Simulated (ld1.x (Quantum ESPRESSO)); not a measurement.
## Plane-wave convergence, PAW potential for Re

* Element: rhenium (Re)
* Generator: ld1.x (Quantum ESPRESSO) 7.5
* Type: PAW
* Functional: PBE
* Relativity: scalar-relativistic
* Frozen core: [Xe] 4f14
* Valence charge: 7
* Reference configuration: 5d5 6s1.5 6p0 (charge +0.5)
* Partial waves: 6s (bound): rcut 2.30, rcutus 2.85 bohr; 6s channel at 0.05 Ry: rcut 2.30, rcutus 2.85 bohr; 6p (bound, empty): rcut 2.70, rcutus 3.30 bohr; 6p channel at 0.05 Ry: rcut 2.70, rcutus 3.30 bohr; 5d (bound): rcut 1.95, rcutus 2.15 bohr; 5d channel at 0.3 Ry: rcut 1.95, rcutus 2.15 bohr
* Local potential: all-electron potential smoothed inside 2.30 bohr (lloc = -2)
* Core correction: Bessel-smoothed model core, default radius (core density twice the valence density)
* Augmentation charge: PSQ, inside the norm-conserving radii

The pseudo-atom Hamiltonian at the reference potential is diagonalised in spherical Bessel functions j_l(qr) that vanish at 20 bohr, with q² up to the cutoff. All-electron valence levels (Ry): 6s -0.6777, 6p -0.2955, 5d -0.6635.

Problem. How do the lowest levels (Ry) of each channel move with the cutoff, and are there ghosts?

Solution.

```tsv
cutoff (Ry)	s #1	s #2	p #1	p #2	d #1	f #1	Σ f·Δε (mRy)
8	-0.6776	-0.1106	-0.2955	-0.0422	-0.3996	0.0321	1319.6
10	-0.6777	-0.1106	-0.2955	-0.0422	-0.5019	0.0321	808.1
15	-0.6777	-0.1106	-0.2955	-0.0422	-0.6280	0.0321	177.4
18	-0.6777	-0.1106	-0.2955	-0.0422	-0.6574	0.0321	30.6
25	-0.6777	-0.1106	-0.2956	-0.0422	-0.6631	0.0321	2.2
30	-0.6777	-0.1106	-0.2956	-0.0422	-0.6631	0.0321	1.9
40	-0.6777	-0.1106	-0.2956	-0.0422	-0.6635	0.0321	0.2
45	-0.6777	-0.1106	-0.2956	-0.0422	-0.6635	0.0321	0.2
400	-0.6777	-0.1106	-0.2956	-0.0422	-0.6635	0.0321	0.0
```

Result: no extra level below or beside the all-electron valence levels (s, p, d, f tested); 10 mRy is reached at 21 Ry and 1 mRy at 35 Ry.
